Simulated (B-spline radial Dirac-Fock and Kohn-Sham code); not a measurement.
Two-hole binding energies of Fe

System: atomic iron in the configuration [Ar] 3d6 4s2.

Model: multi-electron Dirac-Fock with separately optimised hole states, Breit and Lamb-shift corrections added in first order. Program: a radial B-spline solver. U is the two-hole binding energy less the two single-hole energies, the effective repulsion of the holes after relaxation. Each two-hole energy is an average over J within one jj subconfiguration.

| holes | E(a) (eV) | E(b) (eV) | E(ab) (eV) | U (eV) |
| --- | --- | --- | --- | --- |
| 1s⁻¹ 2p1/2⁻¹ | 7124.2 | 734.6 | 7949.1 | 90.3 |
| 1s⁻¹ 2p3/2⁻¹ | 7124.2 | 722.4 | 7934.8 | 88.3 |
| 1s⁻¹ 3p1/2⁻¹ | 7124.2 | 70.75 | 7218.5 | 23.6 |
| 2s⁻² | 862.1 | 862.1 | 1778.6 | 54.3 |
| 2s⁻¹ 2p3/2⁻¹ | 862.1 | 722.4 | 1633.0 | 48.5 |
| 2p1/2⁻² | 734.6 | 734.6 | 1534.5 | 65.4 |
| 2p1/2⁻¹ 2p3/2⁻¹ | 734.6 | 722.4 | 1516.7 | 59.8 |
| 2p3/2⁻² | 722.4 | 722.4 | 1505.8 | 61.0 |
| 2s⁻¹ 3p3/2⁻¹ | 862.1 | 69.25 | ? | ? |
| 2p3/2⁻¹ 3s⁻¹ | 722.4 | 110.0 | 854.1 | 21.7 |
| 2p1/2⁻¹ 3p3/2⁻¹ | 734.6 | 69.25 | 825.2 | 21.4 |
| 3p1/2⁻² | 70.75 | 70.75 | 160.6 | 19.1 |
| 3p1/2⁻¹ 3p3/2⁻¹ | 70.75 | 69.25 | 157.6 | 17.6 |
| 3p3/2⁻² | 69.25 | 69.25 | 156.5 | 18.0 |

**Question.** Give the missing two-hole energy and U.

**Answer.** E(ab) = 952.2 eV and U = 20.9 eV.

Values without a named source are computed, but for edge energies of neutral atoms, which are taken from tables.
